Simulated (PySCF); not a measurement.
A structure optimised at PBE0-D3(BJ)/def2-SVP (Å):
```
atom  x, y, z in Å
F1     1.8259   -0.7158    1.9830
Ge2    1.5171   -0.2462    0.3463
O3     0.5031    1.2053    0.3710
C4    -0.7162    0.9098   -0.2901
C5    -0.9641   -0.6019   -0.2304
O6     0.2773   -1.2702   -0.3949
H7     2.8574   -0.2014   -0.3698
H8    -1.5337    1.4625    0.1991
H9    -0.6587    1.2455   -1.3426
H10   -1.6504   -0.9232   -1.0289
H11   -1.4136   -0.8790    0.7416
```

Neutral, closed shell.

Q: Which heavy atoms are bonded, and with what formal order?

A: F1–Ge2 1.73 Å (single); Ge2–O3 1.77 Å (single); O3–C4 1.42 Å (single); C4–C5 1.53 Å (single); C5–O6 1.42 Å (single); Ge2–O6 1.77 Å (single). Bonds to hydrogen (Å): Ge2–H7 1.52; C4–H8 1.10; C4–H9 1.11; C5–H10 1.10; C5–H11 1.11.

Q: Which species is it?

A: `[F][GeH]1[O]CC[O]1`, C2H5FGeO2.

Q: Name the point group.

A: C1 (no symmetry element, even within 0.4 Å).

Q: Which rings does it hold (smallest set)?

A: Ge2–O3–C4–C5–O6 (5 members, 0.15 Å rms from planarity).

Q: Classify the heavy atoms.

A: F1: fluorine bonded to Ge; Ge2: germanium bonded to F, 2 O and H; O3/O6: oxygen bonded to C and Ge; C4/C5: sp3 carbon bound to oxygen.

Q: What is the arrangement about C4?

A: It has 4 neighbours (O3, C5, H8, H9) and is tetrahedral (angles from 108.0° to 110.9°).

Q: What is the arrangement about Ge2?

A: It has 4 neighbours (F1, O3, O6, H7) and has angles from 94.5° to 119.2°.

The numbers are calculated, not measured.
